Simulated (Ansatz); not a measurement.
Relaxation of Ge4H6 with RKS PBE-D4/def2-SVP.

```sh
$ ansatz run in.yaml --threads 4 --pin off --events-out ev --progress --plain --max-ram 8704MiB
```

```yaml
crystal:
  periodic: [false, false, false]
  atoms:
    - {symbol: Ge, position_ang: [2.141670, 0.649190, -1.445120]}
    - {symbol: Ge, position_ang: [-1.987310, 0.822210, 1.224080]}
    - {symbol: Ge, position_ang: [-1.658700, -1.869640, 0.333090]}
    - {symbol: Ge, position_ang: [0.028050, 0.039280, -0.232570]}
    - {symbol: H, position_ang: [2.224180, 1.658620, -0.191390]}
    - {symbol: H, position_ang: [-1.303360, -1.548260, -1.285630]}
    - {symbol: H, position_ang: [-0.491700, 1.285300, 1.760430]}
    - {symbol: H, position_ang: [-0.031080, -2.208900, 0.437100]}
    - {symbol: H, position_ang: [2.645050, -0.506300, -0.424770]}
    - {symbol: H, position_ang: [-1.566800, 1.678500, -0.175220]}
basis:
  gaussian: {orbitals: def2-SVP}
hamiltonian: {xc: pbe, dispersion: d4}
scf: {lower_state_search: "off"}
output: {orbitals: {seedname: orbitals}}
relax: {f_tol: 0.02, max_steps: 100}
```

Hardware: 4 threads of Intel Xeon Platinum 8223CL on a shared host. Wall time 19 s.

Positions (Å) and forces (eV/Å) at steps 1, 2, 3, 4, 5, 6, 7, 8, 9, 10, 11, 12, 13, 15 of 15:

```xyz
10
step=1 energy=-226106.3896 eV
Ge    2.142    0.649   -1.445   -0.292   -0.129    0.374
Ge   -1.987    0.822    1.224    0.257    0.052   -0.261
Ge   -1.659   -1.870    0.333    0.198    0.208   -0.327
Ge    0.028    0.039   -0.233    0.362    0.098   -0.216
H     2.224    1.659   -0.191   -0.108    0.205   -0.063
H    -1.303   -1.548   -1.286   -0.084    0.311    0.455
H    -0.492    1.285    1.760   -0.099   -0.429   -0.119
H    -0.031   -2.209    0.437   -0.183    0.472    0.195
H     2.645   -0.506   -0.425   -0.081   -0.184   -0.145
H    -1.567    1.679   -0.175    0.030   -0.604    0.108
10
step=2 energy=-226106.6574 eV
Ge    2.135    0.646   -1.410    0.013    0.001    0.033
Ge   -1.975    0.751    1.192    0.097    0.135   -0.068
Ge   -1.671   -1.789    0.338    0.141   -0.050   -0.101
Ge    0.072    0.050   -0.251   -0.297   -0.094    0.178
H     2.186    1.717   -0.201   -0.012   -0.039   -0.037
H    -1.316   -1.389   -1.230    0.066    0.114    0.085
H    -0.470    1.124    1.728   -0.011   -0.151   -0.075
H    -0.044   -2.028    0.517   -0.040    0.170    0.026
H     2.616   -0.572   -0.451   -0.051    0.042   -0.045
H    -1.533    1.491   -0.233    0.096   -0.127    0.004
10
step=3 energy=-226106.6915 eV
Ge    2.107    0.640   -1.404    0.036    0.024   -0.046
Ge   -1.972    0.749    1.180   -0.071    0.119    0.051
Ge   -1.661   -1.780    0.336   -0.033   -0.154   -0.018
Ge    0.060    0.047   -0.237   -0.195   -0.049    0.078
H     2.156    1.709   -0.197    0.020   -0.025   -0.005
H    -1.282   -1.337   -1.211    0.077    0.049   -0.018
H    -0.454    1.067    1.703    0.049   -0.049   -0.023
H    -0.033   -1.964    0.534    0.031    0.079    0.018
H     2.575   -0.584   -0.453    0.004    0.025   -0.007
H    -1.496    1.453   -0.249    0.082   -0.019   -0.028
10
step=4 energy=-226106.6977 eV
Ge    2.064    0.638   -1.416    0.142    0.016   -0.003
Ge   -1.998    0.773    1.184   -0.031   -0.016    0.083
Ge   -1.673   -1.812    0.323   -0.024    0.000    0.058
Ge   -0.009    0.046   -0.280    0.194   -0.037    0.256
H     2.169    1.698   -0.203   -0.066   -0.022   -0.055
H    -1.192   -1.302   -1.198   -0.009   -0.041   -0.126
H    -0.464    1.019    1.723   -0.049   -0.018   -0.040
H    -0.040   -1.925    0.588   -0.041    0.007   -0.011
H     2.571   -0.580   -0.473   -0.064    0.021   -0.088
H    -1.429    1.444   -0.247   -0.054    0.088   -0.074
10
step=5 energy=-226106.7106 eV
Ge    2.079    0.637   -1.415   -0.023    0.013   -0.022
Ge   -1.997    0.770    1.186   -0.043    0.015   -0.033
Ge   -1.669   -1.802    0.326   -0.052   -0.015   -0.057
Ge    0.022    0.046   -0.239    0.013   -0.013    0.040
H     2.151    1.697   -0.203    0.020   -0.005    0.004
H    -1.200   -1.312   -1.208    0.000   -0.014    0.023
H    -0.463    1.018    1.707    0.043    0.006    0.008
H    -0.037   -1.918    0.577    0.035    0.009    0.027
H     2.561   -0.590   -0.481    0.018    0.003   -0.008
H    -1.448    1.453   -0.250   -0.011    0.002    0.018
10
step=6 energy=-226106.7146 eV
Ge    2.063    0.670   -1.407   -0.015    0.018   -0.013
Ge   -2.009    0.771    1.190    0.008    0.018   -0.040
Ge   -1.681   -1.806    0.314    0.028    0.019    0.006
Ge    0.019    0.050   -0.220   -0.019   -0.002    0.055
H     2.184    1.668   -0.148    0.010    0.002   -0.006
H    -1.169   -1.332   -1.206    0.005    0.000   -0.001
H    -0.444    1.029    1.656    0.000   -0.036    0.025
H    -0.052   -1.898    0.623   -0.010   -0.019    0.006
H     2.569   -0.600   -0.550    0.016   -0.015   -0.011
H    -1.481    1.449   -0.250   -0.023    0.015   -0.021
10
step=7 energy=-226106.7165 eV
Ge    2.048    0.697   -1.403   -0.001   -0.002    0.069
Ge   -2.026    0.782    1.184    0.023   -0.027   -0.025
Ge   -1.687   -1.804    0.311    0.063    0.040    0.013
Ge    0.016    0.059   -0.198    0.011   -0.033    0.017
H     2.222    1.646   -0.108    0.003   -0.022   -0.045
H    -1.137   -1.345   -1.199   -0.001   -0.014   -0.005
H    -0.439    1.012    1.632   -0.051    0.022   -0.002
H    -0.062   -1.889    0.668   -0.059    0.005   -0.012
H     2.585   -0.612   -0.621   -0.018    0.033   -0.040
H    -1.522    1.455   -0.266    0.032   -0.003    0.031
10
step=8 energy=-226106.7183 eV
Ge    2.042    0.701   -1.401   -0.010   -0.008    0.055
Ge   -2.033    0.778    1.177    0.010    0.009   -0.015
Ge   -1.687   -1.803    0.311    0.034    0.012   -0.005
Ge    0.017    0.056   -0.188    0.032   -0.001   -0.007
H     2.232    1.648   -0.109    0.005   -0.024   -0.034
H    -1.130   -1.354   -1.199   -0.008   -0.006    0.000
H    -0.450    1.014    1.632   -0.028    0.003    0.030
H    -0.067   -1.888    0.674   -0.034   -0.001    0.005
H     2.587   -0.614   -0.636   -0.007    0.034   -0.032
H    -1.511    1.462   -0.259    0.007   -0.016    0.003
10
step=9 energy=-226106.7232 eV
Ge    2.020    0.724   -1.416   -0.047   -0.028    0.087
Ge   -2.072    0.776    1.139    0.018    0.006    0.006
Ge   -1.685   -1.801    0.308    0.007    0.003    0.017
Ge    0.032    0.058   -0.157   -0.033   -0.004   -0.019
H     2.280    1.620   -0.102    0.024   -0.016   -0.032
H    -1.074   -1.337   -1.178    0.010    0.002   -0.035
H    -0.542    1.038    1.706   -0.001   -0.003    0.002
H    -0.085   -1.902    0.723    0.001   -0.003    0.008
H     2.600   -0.626   -0.752    0.021    0.036   -0.020
H    -1.473    1.450   -0.271   -0.001    0.006   -0.013
10
step=10 energy=-226106.7264 eV
Ge    1.997    0.723   -1.410   -0.001    0.003    0.002
Ge   -2.087    0.778    1.127   -0.007    0.010    0.004
Ge   -1.701   -1.797    0.300   -0.005   -0.012   -0.009
Ge    0.033    0.050   -0.133   -0.038   -0.018    0.021
H     2.323    1.629   -0.127    0.004    0.020    0.000
H    -1.056   -1.341   -1.179    0.012    0.013    0.009
H    -0.577    1.038    1.736    0.008   -0.007   -0.009
H    -0.115   -1.925    0.751    0.001    0.014    0.000
H     2.645   -0.610   -0.794    0.010   -0.014   -0.012
H    -1.463    1.455   -0.270    0.016   -0.009   -0.007
10
step=11 energy=-226106.7268 eV
Ge    1.962    0.742   -1.400    0.138   -0.066    0.095
Ge   -2.121    0.781    1.103    0.013    0.014   -0.004
Ge   -1.721   -1.795    0.288    0.025   -0.014   -0.018
Ge    0.036    0.041   -0.089   -0.033   -0.029    0.038
H     2.391    1.629   -0.127   -0.034   -0.039   -0.076
H    -1.007   -1.341   -1.166    0.004    0.004    0.038
H    -0.629    1.036    1.760   -0.003   -0.006   -0.009
H    -0.156   -1.934    0.811   -0.026    0.007   -0.019
H     2.695   -0.609   -0.904   -0.092    0.130   -0.047
H    -1.450    1.450   -0.277    0.009   -0.001    0.002
10
step=12 energy=-226106.7284 eV
Ge    1.970    0.732   -1.400    0.050   -0.014    0.007
Ge   -2.107    0.783    1.109   -0.021    0.006    0.002
Ge   -1.721   -1.794    0.290   -0.004   -0.010   -0.024
Ge    0.038    0.036   -0.096   -0.028   -0.010    0.021
H     2.369    1.645   -0.144   -0.011   -0.007   -0.016
H    -1.023   -1.339   -1.169    0.002    0.001    0.018
H    -0.611    1.027    1.757    0.010    0.006   -0.005
H    -0.151   -1.938    0.789    0.003    0.004    0.004
H     2.680   -0.602   -0.858   -0.014    0.029   -0.018
H    -1.443    1.450   -0.276    0.013   -0.004    0.011
10
step=13 energy=-226106.7282 eV rejected
Ge    1.964    0.736   -1.400   -0.003    0.015   -0.001
Ge   -2.113    0.790    1.111   -0.013   -0.007   -0.022
Ge   -1.729   -1.789    0.281   -0.002   -0.027    0.012
Ge    0.033    0.044   -0.086    0.052   -0.027   -0.002
H     2.363    1.654   -0.149    0.013   -0.001   -0.007
H    -1.012   -1.341   -1.167   -0.013    0.001    0.004
H    -0.611    1.022    1.758    0.008    0.007   -0.002
H    -0.174   -1.958    0.808   -0.017   -0.006   -0.001
H     2.690   -0.592   -0.876   -0.002    0.005    0.007
H    -1.412    1.434   -0.279   -0.022    0.038    0.012
10
step=15 energy=-226106.7290 eV
Ge    1.957    0.735   -1.400    0.000    0.005    0.001
Ge   -2.118    0.790    1.101    0.006    0.000   -0.013
Ge   -1.737   -1.792    0.277    0.004    0.001   -0.005
Ge    0.040    0.034   -0.071    0.004   -0.009   -0.009
H     2.380    1.661   -0.164    0.005    0.006   -0.001
H    -1.004   -1.339   -1.163   -0.005   -0.004    0.006
H    -0.625    1.018    1.768   -0.001    0.004   -0.002
H    -0.186   -1.964    0.816   -0.008    0.003    0.001
H     2.703   -0.585   -0.888    0.005   -0.005    0.001
H    -1.409    1.444   -0.276   -0.009   -0.001    0.020
```

Another isomer (singlet) lies 2.12 eV lower at PBE0-D4/def2-TZVP; other spin states weren't run for this one.
